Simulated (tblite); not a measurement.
Isomers of C7H4F4. Method: GFN2-xTB as coded in tblite; computed harmonic values from a numerical Hessian at the method's own geometry, unscaled. Against measured fundamentals such values can be off by several per cent, at times by over 20. One conformer each.

Electronic energies: GFN2-xTB at the same geometries; isomer energies are rough at this level and their order can be wrong.

```tsv
SMILES	electronic energy, lowest = 0 (kcal/mol)
Fc1ccccc1C(F)(F)F	2.1
Fc1cccc(C(F)(F)F)c1	0.0
FCCC#CC#CC(F)(F)F	76.0
```

How do GFN2-xTB zero-point energies change the relative energies?

```json
{"SMILES": "Fc1cccc(C(F)(F)F)c1", "ZPE (kcal/mol)": "58.3", "of it from modes above 1550 cm⁻¹": "22.4", "electronic (kcal/mol)": "0.0", "with ZPE, lowest = 0 (kcal/mol)": "0.0", "lowest mode (cm⁻¹)": "9", "rings": "1"}
{"SMILES": "Fc1ccccc1C(F)(F)F", "ZPE (kcal/mol)": "58.4", "of it from modes above 1550 cm⁻¹": "22.3", "electronic (kcal/mol)": "2.1", "with ZPE, lowest = 0 (kcal/mol)": "2.2", "lowest mode (cm⁻¹)": "32", "rings": "1"}
{"SMILES": "FCCC#CC#CC(F)(F)F", "ZPE (kcal/mol)": "55.8", "of it from modes above 1550 cm⁻¹": "23.6", "electronic (kcal/mol)": "76.0", "with ZPE, lowest = 0 (kcal/mol)": "73.5", "lowest mode (cm⁻¹)": "5", "rings": "0"}
```

The zero-point energies span 2.6 kcal/mol, from `FCCC#CC#CC(F)(F)F` to `Fc1ccccc1C(F)(F)F`. The order is unchanged.
